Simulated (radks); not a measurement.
All-electron atom: V I in [Ar] 3d2 4s2 4p1 (not the ground configuration).

Calculated with a radial shooting solver on a logarithmic mesh with Libxc functionals: Dirac Kohn-Sham, PBE, spin-unpolarised, spherical densities, point nucleus; open shells fill j = l - 1/2 first.

Energy parts (eV):
total: -25818.409
kinetic: 26096.754
electron-nucleus: -61356.152
Hartree: 10662.174
exchange-correlation: -1221.185

Orbitals (lengths in bohr, moments of r in powers of bohr):
| orbital | occ. | eigenvalue (eV) | <r> | <1/r> | <r^2> | <r^4> |
|---|---|---|---|---|---|---|
| 1s1/2 | 2 | -5370.457 | 0.06644 | 22.84 | 0.005937 | 0.00009071 |
| 2s1/2 | 2 | -610.0986 | 0.3081 | 4.812 | 0.1123 | 0.02216 |
| 2p1/2 | 2 | -515.2800 | 0.2722 | 4.748 | 0.09143 | 0.01720 |
| 2p3/2 | 4 | -508.1861 | 0.2750 | 4.682 | 0.09316 | 0.01780 |
| 3s1/2 | 2 | -76.8042 | 0.9396 | 1.502 | 1.017 | 1.664 |
| 3p1/2 | 2 | -50.9532 | 0.9949 | 1.381 | 1.163 | 2.346 |
| 3p3/2 | 4 | -50.0951 | 1.003 | 1.367 | 1.182 | 2.422 |
| 3d3/2 | 2 | -10.6273 | 1.267 | 1.045 | 2.074 | 10.84 |
| 3d5/2 | 0 | -10.5494 | 1.271 | 1.042 | 2.087 | 10.99 |
| 4s1/2 | 2 | -6.5428 | 3.055 | 0.4278 | 10.71 | 187.6 |
| 4p1/2 | 1 | -2.6142 | 3.992 | 0.3254 | 18.68 | 624.9 |
| 4p3/2 | 0 | -2.5663 | 4.024 | 0.3225 | 18.99 | 645.7 |

The highest occupied level is 4p1/2 at -2.614 eV. The configuration is held as typed, so some empty levels lie below it. The density falls to 0.001 e/bohr^3 at r = 4.96 bohr. Summed over all electrons, <r^2> = 54.13 bohr^2, which gives a Langevin (diamagnetic) susceptibility term of -42.9 x 10^-6 cm^3/mol.
